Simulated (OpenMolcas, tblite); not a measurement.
# C2HClFIn (SMILES C#[C][In]([F])[Cl]): the energy, rung by rung

C2HClFIn has 6 atoms, charge 0, and is taken as a singlet. As SMILES, `C#[C][In]([F])[Cl]`. Geometry: relaxed at PBE0-D4/def2-TZVP.

```xyz
6

C     1.0883    0.3403    1.7008
C     0.4389    0.1201    0.7087
In   -0.6558   -0.2357   -0.9847
F    -1.7736   -1.8066   -1.1237
Cl   -0.7592    1.0495   -2.8809
H     1.6615    0.5324    2.5799
```

Quantity: the energy change with the In3–Cl5 bond stretched from 2.293 to 2.981 Å, in eV. The values are calculated.

| level | kind | program | value (eV) | less CCSD(T)/def2-SVP | CPU time (all runs) |
| --- | --- | --- | --- | --- | --- |
| GFN2-xTB | semi-empirical | tblite | 1.10 | -0.39 | under 2 s |
| HF/def2-SVP (core potential) (unrestricted) | Hartree–Fock | OpenMolcas | 1.58 | +0.09 | 15 s |
| SVWN5/def2-SVP (core potential) (restricted) | LDA | OpenMolcas | 1.51 | +0.02 | 37 s |
| BLYP/def2-SVP (core potential) (restricted) | GGA | OpenMolcas | 1.10 | -0.39 | 52 s |
| M06-L/def2-SVP (core potential) (restricted) | meta-GGA | OpenMolcas | 1.33 | -0.16 | 69 s |
| BHLYP/def2-SVP (core potential) (restricted) | global hybrid | OpenMolcas | 1.54 | +0.05 | 40 s |
| B2PLYP/def2-SVP (core potential) (restricted) | double hybrid | OpenMolcas | 1.43 | -0.06 | 36 s |
| MP2/def2-SVP (core potential) (restricted) | perturbation theory | OpenMolcas | 1.57 | +0.08 | 14 s |
| CCSD(T)/def2-SVP (core potential) (restricted) | coupled cluster or CI | OpenMolcas | 1.49 | 0.00 | 4.2 min |

CCSD(T)/def2-SVP (core potential) (restricted) is the highest level here, not the true value. The first shape isn't each level's own minimum. The values span 1.10 to 1.58 eV. In the correlated wave-function rows the outer d shell of In is correlated, in sets not made for it. Times are those of the runs behind each value, whatever else they computed, on shared processors of several kinds: orders of magnitude only.
